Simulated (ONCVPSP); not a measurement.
# Pseudopotential generation for boron: ONCV, PBEsol, non-relativistic.

The input file (ONCVPSP 4.0.1):

```
# ATOM AND REFERENCE CONFIGURATION
# atsym  z   nc   nv     iexc    psfile
  B 5.00    1    2  -116133      upf
#
#   n    l    f
    1    0    2.00
    2    0    2.00
    2    1    1.00
#
# PSEUDOPOTENTIAL AND OPTIMIZATION
# lmax
    2
#
#   l,   rc,      ep,       ncon, nbas, qcut
    0    1.55    0.00    4    8    5.30
    1    3.30    0.00    3    7    4.50
    2    2.70    0.08    5    8    3.30
#
# LOCAL POTENTIAL
# lloc, lpopt,  rc(5),   dvloc0
    4    5    1.40    3.00
#
# VANDERBILT-KLEINMAN-BYLANDER PROJECTORs
# l, nproj, debl
    0    2    1.50
    1    2    2.10
    2    2    1.50
#
# MODEL CORE CHARGE
# icmod, fcfact, rcfact
    3    3.00    1.50
#
# LOG DERIVATIVE ANALYSIS
# epsh1, epsh2, depsh
   -2.00    5.00    0.02
#
# OUTPUT GRID
# rlmax, drl
    6.00    0.01
#
# TEST CONFIGURATIONS
# ncnf
    4
# nvcnf
#   n    l    f
    2
    2    0    2.00
    2    1    0.00
#
    2
    2    0    1.00
    2    1    0.00
#
    2
    2    0    2.00
    2    1    0.50
#
    2
    2    0    1.00
    2    1    2.00
#
```

Command:

```bash
oncvpspnr.x < B.dat > B.out
```

The program printed (shortened: citation, most of the input echo, consistency checks and plot data are left out):

```
ONCVPSP  (Optimized Norm-Conservinng Vanderbilt PSeudopotential)
scalar-relativistic version 4.0.1

#   n    l    f        energy (Ha)
    1    0    2.00    -6.5963974E+00
    2    0    2.00    -3.4385852E-01
    2    1    1.00    -1.3072606E-01

Reference configufation results
  iterations    23
  all-electron total energy (Ha)   -2.44622001D+01

Begin loop to  construct optimized pseudo wave functions
and semi-local pseudopoentials for all angular momenta

   Wellstate for l =  0  n =  3
     eigenvalue =   1.1561
     asymptotic potential =   1.6561
     half-point radius =  2.8469

Calculating optimized projector #   1

 for l=   0

    Fraction of norm inside rc  0.361686
    Optimizing pswf for qcut=   5.29 a_B^-1,  ecut=  13.99 Ha
    Residual kinetic energy error=  1.01D-04 Ha

    Energy error per electron        Cutoff
         Ha          eV             Ha
         0.01000     0.27211        6.12
         0.00100     0.02721       10.37
         0.00010     0.00272       14.36
         0.00001     0.00027       61.29

Calculating optimized projector #   2

 for l=   0

    Fraction of norm inside rc  0.218235
    Optimizing pswf for qcut=   5.29 a_B^-1,  ecut=  13.99 Ha
    Residual kinetic energy error=  3.42D-04 Ha

    Energy error per electron        Cutoff
         Ha          eV             Ha
         0.01000     0.27211        8.30
         0.00100     0.02721       12.14
         0.00010     0.00272       21.31
         0.00001     0.00027       44.86

   Wellstate for l =  1  n =  5
     eigenvalue =   1.9693
     asymptotic potential =   2.4693
     half-point radius =  5.2853

Calculating optimized projector #   1

 for l=   1

    Fraction of norm inside rc  0.821154
    Optimizing pswf for qcut=   4.49 a_B^-1,  ecut=  10.10 Ha
    Residual kinetic energy error=  4.09D-08 Ha

    Energy error per electron        Cutoff
         Ha          eV             Ha
         0.01000     0.27211        4.04
         0.00100     0.02721        5.67
         0.00010     0.00272        6.96
         0.00001     0.00027        8.09

Calculating optimized projector #   2

 for l=   1

    Fraction of norm inside rc  0.273030
    Optimizing pswf for qcut=   4.49 a_B^-1,  ecut=  10.10 Ha
    Residual kinetic energy error=  2.16D-05 Ha

    Energy error per electron        Cutoff
         Ha          eV             Ha
         0.01000     0.27211        6.87
         0.00100     0.02721        8.38
         0.00010     0.00272        9.39
         0.00001     0.00027       12.04

   Wellstate for l =  2  n =  3
     eigenvalue =   0.0800
     asymptotic potential =   0.5800
     half-point radius = 19.0472

   Wellstate for l =  2  n =  5
     eigenvalue =   1.5800
     asymptotic potential =   2.0800
     half-point radius =  5.5751

Calculating optimized projector #   1

 for l=   2

    Fraction of norm inside rc  0.009240
    Optimizing pswf for qcut=   3.30 a_B^-1,  ecut=   5.43 Ha
    Residual kinetic energy error=  4.68D-06 Ha

    Energy error per electron        Cutoff
         Ha          eV             Ha
         0.01000     0.27211        0.30
         0.00100     0.02721        0.95
         0.00010     0.00272        2.51
         0.00001     0.00027        4.67

Calculating optimized projector #   2

 for l=   2

    Fraction of norm inside rc  0.211679
    Optimizing pswf for qcut=   3.30 a_B^-1,  ecut=   5.43 Ha
    Residual kinetic energy error=  6.86D-03 Ha

    Energy error per electron        Cutoff
         Ha          eV             Ha
         0.01000     0.27211        4.86
         0.00100     0.02721        7.50
         0.00010     0.00272       17.40
         0.00001     0.00027       33.33

Construct Vanderbilt / Kleinmman-Bylander projectors

B matrix Hermiticity error, ll=   0
   1   2    5.4794E-09

  Orthonormal projector coefficients  1.9955E+00 -5.6618E-01

B matrix Hermiticity error, ll=   1
   1   2   -2.5398E-08

  Orthonormal projector coefficients -1.7449E+00 -2.9997E-01

B matrix Hermiticity error, ll=   2
   1   2   -7.2022E-10

  Orthonormal projector coefficients -9.2602E-01 -4.8011E-01

Model core correction analysis
  based on d2Exc/dn_idn_j

d2excae - all-electron derivatives

   -4.861530D-02   -4.109586D-02
   -4.110109D-02   -3.847715D-02

d2excps - pseudofunction derivatives with no core correction

   -4.935350D-02   -4.263861D-02
   -4.264214D-02   -3.967889D-02

rms 2nd derivative error    1.298466E-03

rmatch, rhocmatch    0.7525    0.8400

Teter function model core charge with specified parameters

d2excps - pseudofunction derivatives with core correction

   -4.720878D-02   -4.145939D-02
   -4.146262D-02   -3.891378D-02

rms 2nd derivative error    7.797167E-04

Pseudoatom total energy   -2.566131

Diagnostic tests using Vanderbilt-Kleinman-Bylander pseudopotentials
  1 or more projectors used as specified by nproj input data

   l    rcore       rmatch      e in        delta e   norm test  slope test

   0   1.5519534   1.5990740  -0.3438585   0.0000000   1.0000000   1.0000002
   0   1.5519534   1.5990740   1.1561415  -0.0000000   1.0000000   1.0000000

   1   3.3175862   3.4183153  -0.1307261  -0.0000008   0.9999965   0.9999919
   1   3.3175862   3.4183153   1.9692739   0.0000282   0.9999797   0.9999797

   2   2.7070163   2.7892072   0.0800000   0.0000000   1.0000000   1.0000000
   2   2.7070163   2.7892072   1.5800000   0.0000000   1.0000000   1.0000000

 Testing for bound ghosts
   n   l    E NL Schr. Eq   E Basis Diag.   E Cutoff

   1   0       -0.343859       -0.331052    108.23

   2   1       -0.130727       -0.130434     20.21

 Testing for highly-localized positive-energy ghosts
       l    <radius>/rc     E Basis Diag.   E Cutoff

Test configuration 0

   n   l     f        eae           eps        diff
   1   0  2.0000   -6.59639742
   2   0  2.0000   -0.34385852   -0.34385851    5.21D-09
   2   1  1.0000   -0.13072606   -0.13072689   -8.35D-07

    Total energies and differences
      AE_ref= -2.44622001D+01  AE_tst= -2.44622001D+01  dif=  0.00D+00
      PS_ref= -2.56613093D+00  PS_tst= -2.56613093D+00  dif= -4.44D-16
      PSP excitation error=  4.44D-16

Test configuration 1

   n   l     f        eae           eps        diff
   1   0  2.0000   -7.07353129
   2   0  2.0000   -0.71192822   -0.70545788    6.47D-03

    Total energies and differences
      AE_ref= -2.44622001D+01  AE_tst= -2.41629986D+01  dif=  2.99D-01
      PS_ref= -2.56613093D+00  PS_tst= -2.27101031D+00  dif=  2.95D-01
      PSP excitation error=  4.08D-03

Test configuration 2

   n   l     f        eae           eps        diff
   1   0  2.0000   -7.71599548
   2   0  1.0000   -1.14913847   -1.13959091    9.55D-03

    Total energies and differences
      AE_ref= -2.44622001D+01  AE_tst= -2.32349155D+01  dif=  1.23D+00
      PS_ref= -2.56613093D+00  PS_tst= -1.35085884D+00  dif=  1.22D+00
      PSP excitation error=  1.20D-02

Test configuration 3

   n   l     f        eae           eps        diff
   1   0  2.0000   -6.81031030
   2   0  2.0000   -0.51530669   -0.51375291    1.55D-03
   2   1  0.5000   -0.29442237   -0.29124524    3.18D-03

    Total energies and differences
      AE_ref= -2.44622001D+01  AE_tst= -2.43572260D+01  dif=  1.05D-01
      PS_ref= -2.56613093D+00  PS_tst= -2.46177236D+00  dif=  1.04D-01
      PSP excitation error=  6.16D-04

Test configuration 4

   n   l     f        eae           eps        diff
   1   0  2.0000   -6.63826199
   2   0  1.0000   -0.36165749   -0.36530358   -3.65D-03
   2   1  2.0000   -0.14764188   -0.14941095   -1.77D-03

    Total energies and differences
      AE_ref= -2.44622001D+01  AE_tst= -2.42485829D+01  dif=  2.14D-01
      PS_ref= -2.56613093D+00  PS_tst= -2.35157167D+00  dif=  2.15D-01
      PSP excitation error= -9.42D-04
```

oncvpspnr.x prints “scalar-relativistic version” in its banner although the run is non-relativistic.

The run took about 2.7 s on one core of a shared server CPU.
